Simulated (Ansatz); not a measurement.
Basis-set extrapolation for C$_{3}$H$_{8}$Mg (`C[CH2][Mg][CH3]`) (PBE0-D4/def2-TZVP geometry, frozen core, Ansatz 0.2.0). Multiplicity 1, RHF reference. For Mg the program correlates outer-core shells too, which these sets cover unevenly, so the extrapolated numbers aren't a true limit.

```
                      def2-TZVPP   def2-QZVPP
                 HF  -317.882209  -317.896662
    MP2 correlation    -0.749053    -0.824229
CCSD(T) correlation    -0.822534      not run
```

Energies in hartree. Use E(X) = E(∞) + A·exp(−7.88·√X) for Hartree–Fock and E(X) = E(∞) + B·X^(−2.97) for correlation, with X = 3 and 4, and add CCSD(T) minus MP2 of the smaller set to the MP2 limit.

Task: What is the CCSD(T) energy at the basis-set limit?

Result: HF limit: -317.896662 + (-0.014453) × 0.13774 = -317.89865. MP2 limit: -0.824229 + (-0.075176) × 0.74074 = -0.87991. Higher-order term: -0.822534 − (-0.749053) = -0.07348. Total: -318.85204 hartree, 386.7 kJ/mol below CCSD(T)/def2-TZVPP.
